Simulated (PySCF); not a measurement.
OZr, SMILES [O]=[Zr], multiplicity 1. Geometry optimised at B3LYP-D3(BJ)/def2-TZVPD. The spin state was assumed, not searched. The def2 effective core potentials stand for the cores of Zr; spin–orbit coupling is left out.

Computed equilibrium geometry at B3LYP-D3(BJ)/def2-TZVPD (PySCF confirms it by a frequency run) as a Z-matrix, and its point group:
point group C∞v.
```
O
Zr 1 1.7185
```
Charge 0, spin multiplicity 1.
